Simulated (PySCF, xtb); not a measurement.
BClHI, SMILES ClBI.

Harmonic wavenumbers (cm⁻¹) from GFN2-xTB (xtb 6.7.1) at its own minimum, in rising order: 204, 604, 643, 793, 1056, 2634.

What does PySCF with B3LYP-D3(BJ)/def2-TZVP give at its own minimum? (An estimate is asked for; the answer gives what the named calculation found.)

201, 559, 727, 849, 1043, 2706. Paired by order, the mean absolute difference is 45 cm⁻¹ and the zero-point energies are 8.5 and 8.7 kcal/mol.
